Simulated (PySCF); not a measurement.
formyl cation (CHO), SMILES C#[O+], charge +1. Geometry optimised at PBE-D3(BJ)/def2-TZVPD.

Method: PBE-D3(BJ)/def2-TZVPD run with PySCF.

Harmonic wavenumbers (cm⁻¹): 830, 830, 2184, 3140. Rotational constants (GHz): 44.14 (linear); symmetry number 1.

### Question
Work out the zero-point energy and the ideal-gas rigid-rotor harmonic-oscillator thermochemistry at 298.15 K and 1 atm.

### Answer
ZPE = ½ Σ hcν = ½ × 6984 cm⁻¹ = 41.77 kJ/mol. H − E(el) = 50.82 kJ/mol. Entropy in J/(mol K): translation 150.75, rotation 49.45, vibration 1.54, total 201.74. G − E(el) = -9.33 kJ/mol. Cp = 34.17 J/(mol K).
